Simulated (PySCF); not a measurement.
Compound: C5H8FNO.
SMILES with atom numbers: `[H]/[N:8]=[C:7]1\[C@H:3]([O:2][CH3:1])[CH2:4][C@@H:5]1[F:6]` (hydrogens: H9, H10, H11 on C1; H12 on C3; H13, H14 on C4; H15 on C5; H16 on N8)

Structure optimised with GFN2-xTB, isolated species.

Task: List the bond lengths, angles and torsions at this level.

Result: 
```csv
bond,length (pm),order
C1–O2,140.8,single
O2–C3,139.5,single
C3–C4,155.1,single
C4–C5,153.8,single
C5–F6,136.6,single
C5–C7,151.4,single
C7=N8,124.3,double
C3–C7,152.8,single
C1–H9,109.7,single
"C1–H10, C1–H11",109.2,single
C3–H12,110.2,single
C4–H13,108.8,single
C4–H14,108.7,single
C5–H15,109.5,single
N8–H16,101.8,single
```

Bonds in one row agree within 1 pm and their mean is given. Orders are formal, as drawn. A selection of angles:
```csv
angle,degrees
O2–C1–H9,111.0
O2–C1–H10,106.3
H9–C1–H10,109.6
C1–O2–C3,113.6
O2–C3–C4,119.0
O2–C3–C7,114.3
O2–C3–H12,110.9
C4–C3–C7,87.6
C4–C3–H12,111.6
C7–C3–H12,111.5
C3–C4–C5,89.2
C3–C4–H13,111.1
C3–C4–H14,117.3
C5–C4–H13,110.6
C5–C4–H14,116.6
H13–C4–H14,110.5
C4–C5–F6,116.0
C4–C5–C7,88.6
C4–C5–H15,114.7
F6–C5–C7,116.8
F6–C5–H15,106.9
C7–C5–H15,113.5
C5–C7–N8,131.1
C3–C7–C5,91.0
C3–C7–N8,137.5
C7–N8–H16,115.4
```

Torsions: C1–O2–C3–C4 -77° (synclinal); O2–C3–C4–C5 -131° (anticlinal); C3–C4–C5–F6 133° (anticlinal); C4–C5–C7–N8 159° (antiperiplanar); O2–C3–C7–C5 135° (anticlinal); H16–N8–C7–C5 -174° (antiperiplanar).

The C–C distances run from 1.514 Å (C5–C7, drawn single) to 1.551 Å (C3–C4, drawn single), a spread of 0.037 Å. Of the pairs four or more bonds apart, H9···H12 is among the closest relative to their van der Waals radii: 2.40 Å, 100 % of the sum of Bondi's values. The 4-membered ring C3–C4–C5–C7 has internal angles of 87.6° to 91.0° (sum 356°, against 360° for a flat polygon); it is puckered, 0.10 Å rms from its mean plane, widest ring torsion 14°.

Point group: C1 (no symmetry element, even within 0.4 Å). No GFN2-xTB frequencies stand behind this structure, so it isn't proved a minimum. The numbers are those of one conformer.

All values are computed, not measured.
